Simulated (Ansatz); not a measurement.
Molecule: sum formula HSiO, charge -1, multiplicity 1. 
Structure (B3LYP-D3(BJ)/def2-TZVP (Ansatz, a quantum-chemistry and plane-wave program) minimum search):
```
O
H 1 0.9582
Si 1 1.7528 2 105.99
```
Charge -1, spin multiplicity 1.

Basis-set convergence of Hartree-Fock and CCSD(T) correlation energies (hartree) with Ansatz. Cores are frozen in the correlated levels unless marked. Spin-orbit coupling is left out. No relativistic terms.

The Hartree-Fock reference is unstable (checked in the largest basis), which strains HF and MP2. 

| basis | functions | E(HF) | E(corr, CCSD(T)) | rough core time |
|---|---|---|---|---|
| def2-SVPD | 55 | -364.15392 | -0.32580 | under 20 s |
| def2-TZVPPD | 105 | -364.35441 | -0.39055 | under 20 s |
| def2-QZVPPD | 175 | -364.37012 | -0.41423 | 50 s |

Extrapolating the two largest sets (X = 3 and 4) as X^-3: E(corr) = (64·(-0.41423) - 27·(-0.39055))/37 = -0.4315 Eh, an estimate of the basis-set limit. The largest set recovers 96.0 % of it, the smallest 75.5 %.
